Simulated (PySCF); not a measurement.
C2H10N2OSi2.
SMILES with atom numbers: `[SiH3:1][O:2][SiH:3]1[NH:4][CH2:5][CH2:6][NH:7]1` (hydrogens: H8, H9, H10 on Si1; H11 on Si3; H12 on N4; H13, H14 on C5; H15, H16 on C6; H17 on N7)

Computed by this run: PBE0-D3(BJ)/def2-SVP geometry optimisation, gas phase in PySCF 2.14.0; density fitting, grid level 1; the optimiser is geomeTRIC in internal coordinates, started from a GFN2-xTB structure with every atom displaced at random (about 0.01 Å).

Step 15: E = -22997.6816 eV
```
atom  x, y, z in Å  |  force x, y, z in eV/Å
Si1     2.6959    0.7274   -0.6278    0.009   0.007  -0.090
O2      1.6641    0.7906    0.6690    0.009   0.004   0.122
Si3     0.3143   -0.0623    1.1499    0.074  -0.027  -0.146
N4     -0.1478   -1.2100   -0.0613   -0.069   0.009  -0.025
C5     -1.5541   -1.0648   -0.4101    0.086  -0.024   0.077
C6     -1.9149    0.3975   -0.1349   -0.049   0.032  -0.087
N7     -1.1910    0.7780    1.0669    0.101  -0.032   0.060
H8      3.2144   -0.6632   -0.8198   -0.016   0.012  -0.023
H9      2.0365    1.1842   -1.8907   -0.023  -0.039   0.032
H10     3.8521    1.6313   -0.3612   -0.014  -0.001   0.043
H11     0.6715   -0.5793    2.4944   -0.025   0.037   0.041
H12     0.2430   -2.1371   -0.1704   -0.007   0.017   0.018
H13    -1.7358   -1.3107   -1.4698   -0.029   0.014  -0.006
H14    -2.2037   -1.7234    0.2011   -0.007   0.005  -0.019
H15    -1.6366    1.0167   -1.0135    0.003  -0.019   0.027
H16    -3.0053    0.4972   -0.0007    0.000  -0.002   0.000
H17    -1.3221    1.7279    1.3901   -0.045   0.006  -0.025
```

Step 16: E = -22997.6881 eV
```
atom  x, y, z in Å  |  force x, y, z in eV/Å
Si1     2.6578    0.7427   -0.6385    0.039   0.030  -0.110
O2      1.6846    0.7536    0.7033    0.014   0.008   0.167
Si3     0.3152   -0.0680    1.1803    0.039  -0.039  -0.192
N4     -0.1355   -1.2327   -0.0205   -0.094  -0.006  -0.008
C5     -1.5333   -1.0797   -0.4016    0.093  -0.021   0.070
C6     -1.8845    0.3909   -0.1626   -0.027   0.003  -0.064
N7     -1.1814    0.7823    1.0477    0.090   0.030   0.076
H8      3.0654   -0.6525   -0.9904   -0.016   0.012  -0.022
H9      1.9846    1.3757   -1.8157   -0.028  -0.054   0.024
H10     3.8879    1.5325   -0.3392   -0.019  -0.004   0.041
H11     0.6411   -0.5481    2.5460   -0.026   0.024   0.028
H12     0.2416   -2.1689   -0.0948    0.003   0.017   0.000
H13    -1.6953   -1.3424   -1.4605   -0.023   0.000  -0.006
H14    -2.2028   -1.7197    0.2076   -0.009   0.003  -0.017
H15    -1.5811    0.9908   -1.0462    0.011  -0.014   0.026
H16    -2.9767    0.5041   -0.0547    0.007   0.002   0.008
H17    -1.3073    1.7395    1.3509   -0.053   0.010  -0.021
```

Step 17: E = -22997.6933 eV
```
atom  x, y, z in Å  |  force x, y, z in eV/Å
Si1     2.6178    0.7666   -0.6458    0.020   0.061  -0.073
O2      1.7146    0.7019    0.7442    0.039  -0.019   0.114
Si3     0.3191   -0.0820    1.2037   -0.009  -0.003  -0.104
N4     -0.1285   -1.2679    0.0217   -0.060   0.007   0.050
C5     -1.5150   -1.1002   -0.3872    0.036   0.004   0.005
C6     -1.8423    0.3829   -0.1965   -0.034  -0.017  -0.009
N7     -1.1593    0.7921    1.0201    0.067   0.023   0.017
H8      2.9012   -0.6000   -1.1785   -0.003  -0.004  -0.002
H9      1.9233    1.5712   -1.6985   -0.014  -0.040  -0.007
H10     3.9140    1.4333   -0.3273   -0.013   0.000   0.016
H11     0.6004   -0.5168    2.5944   -0.012  -0.011   0.008
H12     0.2276   -2.2145   -0.0121    0.017   0.013  -0.014
H13    -1.6638   -1.3870   -1.4421   -0.016  -0.007   0.001
H14    -2.2095   -1.7108    0.2239   -0.005   0.001   0.001
H15    -1.5064    0.9524   -1.0877    0.013  -0.005   0.007
H16    -2.9341    0.5201   -0.1164    0.005   0.003   0.000
H17    -1.2787    1.7589    1.2951   -0.031  -0.006  -0.012
```

Question: Estimate the geometry and energy of step 18. (The exact step hangs on the optimiser's Hessian estimate; all steps are aligned on step 17, rigid shifts and turns removed.)

Answer: E = -22997.6963 eV, largest force 0.103 eV/Å
```
atom  x, y, z in Å  |  force x, y, z in eV/Å
Si1     2.6285    0.7634   -0.6416   -0.035   0.036  -0.030
O2      1.7178    0.7073    0.7459    0.054  -0.061   0.063
Si3     0.3245   -0.0866    1.1942   -0.049   0.047  -0.019
N4     -0.1340   -1.2636    0.0092    0.000  -0.016   0.020
C5     -1.5223   -1.0945   -0.3890   -0.013   0.012  -0.024
C6     -1.8469    0.3878   -0.1913    0.007  -0.022   0.031
N7     -1.1525    0.7910    1.0221   -0.004   0.040  -0.021
H8      2.9627   -0.6078   -1.1317    0.011  -0.007   0.009
H9      1.9052    1.4992   -1.7236    0.005  -0.009  -0.014
H10     3.8943    1.4868   -0.3277   -0.007   0.005  -0.009
H11     0.6029   -0.5335    2.5828    0.000  -0.013  -0.011
H12     0.2244   -2.2087   -0.0351    0.016  -0.001  -0.015
H13    -1.6822   -1.3764   -1.4439    0.005  -0.012   0.006
H14    -2.2137   -1.7064    0.2243    0.003  -0.001   0.010
H15    -1.5146    0.9595   -1.0819    0.006   0.003  -0.006
H16    -2.9377    0.5267   -0.1026    0.003   0.004   0.002
H17    -1.2760    1.7560    1.3010   -0.005  -0.004   0.008
```

The energy changes by -0.0030 eV. The first-order estimate −F·Δx gives -0.0046 eV and the mean of the old and new forces, exact on a quadratic surface, -0.0032 eV. The step makes an angle of 82° with the force vector and moves no atom by more than 0.078 Å.

The cost below is that of the whole optimisation. Hardware: one thread of an Arm Neoverse N1 (shared host). Cost: 8.0 min wall, 0.65 GiB resident at most.
